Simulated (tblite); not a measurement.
Species: C13H11B.
Numbering: `[CH3:1][C:2]1=[CH:3][CH:4]=[C:5]2[CH:6]=[CH:7][CH:8]=[C:9]3[CH:10]=[CH:11][CH:12]=[C:13]1[B:14]23` (hydrogens: H15, H16, H17 on C1; H18 on C3; H19 on C4; H20 on C6; H21 on C7; H22 on C8; H23 on C10; H24 on C11; H25 on C12)

Computed with GFN2-xTB (tblite), gas phase: L-BFGS steps from a force-field or distance-geometry start until the largest atomic force falls under 0.01 eV/Å.

Step 4: E = -941.4968 eV
```
atom  x, y, z in Å  |  force x, y, z in eV/Å
C1      3.3960    0.2249   -0.1305   -0.077  -0.060  -0.002
C2      1.9331    0.5626   -0.0576   -0.038   0.033  -0.105
C3      1.5338    1.8956   -0.0106    0.170  -0.213   0.065
C4      0.2060    2.3376    0.0640   -0.118   0.072  -0.059
C5     -0.8714    1.4523    0.0744    0.107   0.016   0.059
C6     -2.2385    1.8135    0.1465   -0.108  -0.022  -0.017
C7     -3.2181    0.8346    0.1558    0.132   0.176  -0.004
C8     -2.9425   -0.5402    0.1015    0.063  -0.178   0.019
C9     -1.6377   -1.0319    0.0361    0.020  -0.026  -0.001
C10    -1.2729   -2.4032   -0.0182    0.118  -0.039   0.000
C11     0.0645   -2.7607   -0.0856   -0.350   0.103   0.010
C12     1.1236   -1.8332   -0.1012    0.140   0.082  -0.015
C13     0.9202   -0.4532   -0.0545   -0.094  -0.091   0.069
B14    -0.5245   -0.0125    0.0217    0.008  -0.039  -0.050
H15     4.0441    1.0954   -0.1324   -0.143   0.233   0.008
H16     3.6222   -0.3445   -1.0294   -0.117  -0.072  -0.106
H17     3.6910   -0.3906    0.7146   -0.074  -0.114   0.145
H18     2.3198    2.6412   -0.0165   -0.065   0.058  -0.004
H19     0.0164    3.4054    0.1025    0.124   0.080   0.007
H20    -2.5518    2.8584    0.1922    0.133  -0.182  -0.010
H21    -4.2488    1.1588    0.2077   -0.048  -0.101   0.001
H22    -3.7721   -1.2391    0.1167   -0.127   0.053  -0.005
H23    -2.0245   -3.1984   -0.0052    0.153   0.263  -0.008
H24     0.2900   -3.8201   -0.1295    0.151   0.100   0.006
H25     2.1313   -2.2286   -0.1534    0.041  -0.131  -0.005
```

Step 5: E = -941.5093 eV
```
atom  x, y, z in Å  |  force x, y, z in eV/Å
C1      3.3895    0.2243   -0.1304    0.053  -0.056   0.007
C2      1.9283    0.5613   -0.0579    0.067   0.040  -0.097
C3      1.5316    1.8909   -0.0099    0.129  -0.110   0.058
C4      0.2041    2.3367    0.0641   -0.054   0.037  -0.060
C5     -0.8692    1.4502    0.0743    0.085   0.059   0.059
C6     -2.2362    1.8098    0.1465   -0.067  -0.015  -0.019
C7     -3.2125    0.8337    0.1561    0.007   0.097  -0.006
C8     -2.9400   -0.5424    0.1014    0.046  -0.128   0.023
C9     -1.6361   -1.0301    0.0362   -0.056   0.004   0.001
C10    -1.2706   -2.3986   -0.0180    0.049  -0.045   0.001
C11     0.0612   -2.7533   -0.0850   -0.110  -0.032  -0.007
C12     1.1252   -1.8303   -0.1014    0.066   0.063  -0.008
C13     0.9174   -0.4532   -0.0543   -0.005  -0.155   0.056
B14    -0.5237   -0.0131    0.0212   -0.033  -0.004  -0.040
H15     4.0375    1.0974   -0.1322   -0.177   0.181   0.010
H16     3.6203   -0.3453   -1.0288   -0.134  -0.060  -0.100
H17     3.6890   -0.3918    0.7144   -0.098  -0.087   0.123
H18     2.3129    2.6392   -0.0165   -0.001   0.073  -0.003
H19     0.0248    3.4051    0.1019    0.069   0.103   0.011
H20    -2.5474    2.8508    0.1915    0.091  -0.047  -0.003
H21    -4.2449    1.1518    0.2071   -0.057  -0.062   0.005
H22    -3.7762   -1.2329    0.1169   -0.095   0.011  -0.007
H23    -2.0195   -3.1898   -0.0056    0.051   0.148  -0.005
H24     0.2953   -3.8108   -0.1292    0.107   0.071   0.008
H25     2.1282   -2.2355   -0.1536    0.067  -0.089  -0.005
```

Q: Estimate the geometry and energy of step 6. (The exact step hangs on the optimiser's Hessian estimate; all steps are aligned on step 5, rigid shifts and turns removed.)

A: E = -941.5177 eV, largest force 0.200 eV/Å
```
atom  x, y, z in Å  |  force x, y, z in eV/Å
C1      3.3875    0.2227   -0.1302    0.100  -0.041   0.004
C2      1.9275    0.5615   -0.0603    0.096   0.001  -0.043
C3      1.5335    1.8861   -0.0081    0.034   0.007   0.026
C4      0.2019    2.3371    0.0627    0.036  -0.003  -0.032
C5     -0.8660    1.4506    0.0757    0.042   0.066   0.031
C6     -2.2365    1.8076    0.1460   -0.035  -0.023  -0.010
C7     -3.2097    0.8355    0.1561   -0.033  -0.035  -0.008
C8     -2.9376   -0.5465    0.1019   -0.011   0.002   0.020
C9     -1.6366   -1.0290    0.0363   -0.085   0.028   0.003
C10    -1.2684   -2.3973   -0.0178    0.055  -0.032  -0.003
C11     0.0572   -2.7505   -0.0849    0.072  -0.031  -0.011
C12     1.1275   -1.8272   -0.1017    0.018  -0.051  -0.002
C13     0.9159   -0.4570   -0.0528    0.064  -0.045   0.020
B14    -0.5241   -0.0135    0.0201   -0.012   0.015  -0.016
H15     4.0300    1.1026   -0.1319   -0.181   0.085   0.009
H16     3.6162   -0.3470   -1.0307   -0.116  -0.029  -0.050
H17     3.6858   -0.3944    0.7171   -0.103  -0.035   0.057
H18     2.3093    2.6399   -0.0166    0.029   0.052   0.000
H19     0.0308    3.4073    0.1019    0.043   0.072   0.006
H20    -2.5430    2.8458    0.1911    0.044   0.071   0.001
H21    -4.2441    1.1468    0.2070   -0.049  -0.033   0.005
H22    -3.7805   -1.2295    0.1169   -0.053  -0.010  -0.005
H23    -2.0158   -3.1820   -0.0059   -0.069   0.007  -0.002
H24     0.3004   -3.8044   -0.1289    0.073   0.005   0.005
H25     2.1282   -2.2410   -0.1538    0.040  -0.041  -0.005
```

The energy changes by -0.0084 eV. The first-order estimate −F·Δx gives -0.0129 eV and the mean of the old and new forces, exact on a quadratic surface, -0.0083 eV. The step makes an angle of 35° with the force vector and moves no atom by more than 0.009 Å.

What follows is the cost of the whole relaxation. Time: 0.25 s of wall time. Hardware: Arm Neoverse V1, one thread, shared host with 32 logical CPUs at a one-minute load of 20.
